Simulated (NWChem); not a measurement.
System: bicarbonate (CHO3 anion); SMILES C(=O)(O)[O-]

```xyz
5

O     -0.5888    -1.1382     0.0000
C      0.0376     0.1589     0.0000
O      1.2885     0.1119     0.0000
O     -0.7566     1.1062     0.0000
H      0.1640    -1.7427     0.0000
```
Atoms are numbered in this order, from 1.

All runs: NWChem. Geometry optimised at B3LYP/def2-SVPD; all other runs use it. Pople sets run with spherical d functions. Sets without diffuse functions describe the anion's extra electron poorly. Vzz has the sign of the potential's second derivative.

```json
[
 {"quantity": "charge (e), ESP O1", "level": "Hartree-Fock/6-31G*", "value": "-0.78"},
 {"quantity": "cavity-dispersion-structure term (kcal/mol) in water", "level": "M05-2X/aug-cc-pVDZ, SMD", "value": "?"},
 {"quantity": "Vzz O4 (a.u.)", "level": "Hartree-Fock/def2-SVP", "value": "-1.420"},
 {"quantity": "isotropic polarisability (bohr³), static", "level": "BHandHLYP/6-31+G*", "value": "?"},
 {"quantity": "highest harmonic frequency (cm⁻¹)", "level": "B3LYP/def2-SVPD", "value": "3817"}
]
```

### Question
What belongs in the gaps?

### Answer

- cavity-dispersion-structure term (kcal/mol) in water, value: 4.1
- isotropic polarisability (bohr³), static, value: 27.4
